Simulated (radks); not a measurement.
The numbers below are computed, except where a source is named.
Fractional charge and spin in the 4s shell of selenium: the spin-up occupation runs from 0 to 1 and the spin-down occupation from 0 to 1; the fullest corner is Se+, [Ar] 3d10 4p(up 1.5, down 1.5) 4s(up 1, down 1). Level of theory: scalar-relativistic Kohn-Sham, PBEsol, spin-polarised, spherical densities, finite nucleus; Fermi nuclear charge, rms radius of each element as measured or else 0.836 A^(1/3) + 0.57 fm (a radial shooting solver on a logarithmic mesh with Libxc functionals). Energy (eV) minus the two flat planes that join the four corners (they meet along the diagonal where the two added fractions sum to one electron); zero is where a piecewise linear energy would lie.

| down \ up | 0 | 0.25 | 0.5 | 0.75 | 1 |
|---|---|---|---|---|---|
| 0 | 0.000 | -1.120 | -1.489 | -1.113 | 0.000 |
| 0.25 | -1.120 | -1.405 | -0.952 | 0.233 | -1.034 |
| 0.5 | -1.489 | -0.952 | 0.310 | -0.885 | -1.372 |
| 0.75 | -1.113 | 0.233 | -0.885 | -1.300 | -1.024 |
| 1 | 0.000 | -1.034 | -1.372 | -1.024 | 0.000 |

Corners above the fullest one (they belong to Se2+ and the next ion): (up 1, down 0) 32.300 eV, (up 0, down 1) 32.300 eV, (up 0, down 0) 77.298 eV. With half an added electron in each spin the energy lies 0.310 eV from the planes, and with half an added electron in spin up alone -1.489 eV. The planes are only a guide here: the flat-plane condition holds for ground states with one frontier orbital, while this shell lies below other occupied shells, so the corners above the fullest one are inner-hole states and not the ground states of those ions.
